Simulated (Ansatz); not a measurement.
Sn₄⁺, 4 atoms. Hardware: 4 threads of Arm Neoverse V2 on a shared host.

In the def2 sets Sn takes a core potential; there is no spin–orbit coupling. Correlated methods freeze 16 core orbitals; core or outer-core shells of Sn are correlated, in sets that lack core-valence functions. In CCSD on the charge 1 doublet the largest single amplitude is 0.17, so its Hartree–Fock determinant may place the open shell otherwise than the density functionals do.

(1) How many basis functions does each of these Ansatz runs have, and roughly what does it cost? B3LYP-D4/def2-SVP, charge 1 quartet, relaxation, 16 steps; PBE-D4/def2-SVP, charge 1 quartet, energy with a search over starts; PBE-QIDH/def2-TZVP, charge 1 doublet, energy, from earlier orbitals; PBE0-D4/def2-SVP, charge 1 doublet, energy with a search over starts; r2SCAN-D4/def2-TZVP, charge 1 doublet, energy and forces, from earlier orbitals; CCSD(T)/def2-SVP, charge 1 doublet, energy, from earlier orbitals; r2SCAN-D4/def2-TZVP, charge 1 quartet, energy, from earlier orbitals; PBE0-D4/def2-TZVP, charge 0 triplet at the geometry of the charge 1 doublet, energy; PBE0-D4/def2-TZVP, charge 1 doublet, energy, from earlier orbitals; B3LYP-D4/def2-SVP, charge 1 doublet, relaxation, 4 steps; PBE-D4/def2-TZVP, charge 0 triplet at the geometry of the charge 1 doublet, energy, from earlier orbitals; PBE0-D4/def2-TZVP, charge 0 singlet at the geometry of the charge 1 doublet, energy.

Results:

(1) Other jobs shared the machine, so times can vary by a factor of up to 3. A dash marks memory too small to be measured apart from the calling script's.

```json
{"run": "PBE0-D4/def2-TZVP, charge 0 singlet at the geometry of the charge 1 doublet, energy", "functions": "200", "fitting or Cholesky vectors": "1844", "wall time": "3.6 s", "peak host memory (GiB)": "0.79"}
{"run": "r2SCAN-D4/def2-TZVP, charge 1 quartet, energy, from earlier orbitals", "functions": "200", "fitting or Cholesky vectors": "1552", "wall time": "11 s", "peak host memory (GiB)": "–"}
{"run": "PBE0-D4/def2-TZVP, charge 1 doublet, energy, from earlier orbitals", "functions": "200", "fitting or Cholesky vectors": "1844", "wall time": "13 s", "peak host memory (GiB)": "1"}
{"run": "PBE0-D4/def2-SVP, charge 1 doublet, energy with a search over starts", "functions": "104", "fitting or Cholesky vectors": "1368", "wall time": "13 s", "peak host memory (GiB)": "0.57"}
{"run": "PBE-D4/def2-SVP, charge 1 quartet, energy with a search over starts", "functions": "104", "fitting or Cholesky vectors": "1164", "wall time": "15 s", "peak host memory (GiB)": "–"}
{"run": "B3LYP-D4/def2-SVP, charge 1 doublet, relaxation, 4 steps", "functions": "104", "fitting or Cholesky vectors": "1511", "wall time": "16 s", "peak host memory (GiB)": "–"}
{"run": "r2SCAN-D4/def2-TZVP, charge 1 doublet, energy and forces, from earlier orbitals", "functions": "200", "fitting or Cholesky vectors": "1552", "wall time": "17 s", "peak host memory (GiB)": "–"}
{"run": "PBE-D4/def2-TZVP, charge 0 triplet at the geometry of the charge 1 doublet, energy, from earlier orbitals", "functions": "200", "fitting or Cholesky vectors": "1552", "wall time": "17 s", "peak host memory (GiB)": "0.63"}
{"run": "PBE-QIDH/def2-TZVP, charge 1 doublet, energy, from earlier orbitals", "functions": "200", "fitting or Cholesky vectors": "1928", "wall time": "33 s", "peak host memory (GiB)": "0.99"}
{"run": "PBE0-D4/def2-TZVP, charge 0 triplet at the geometry of the charge 1 doublet, energy", "functions": "200", "fitting or Cholesky vectors": "1844", "wall time": "44 s", "peak host memory (GiB)": "1.4"}
{"run": "B3LYP-D4/def2-SVP, charge 1 quartet, relaxation, 16 steps", "functions": "104", "fitting or Cholesky vectors": "1514", "wall time": "49 s", "peak host memory (GiB)": "–"}
{"run": "CCSD(T)/def2-SVP, charge 1 doublet, energy, from earlier orbitals", "functions": "104", "fitting or Cholesky vectors": "1368", "wall time": "54 s", "peak host memory (GiB)": "1.4"}
```
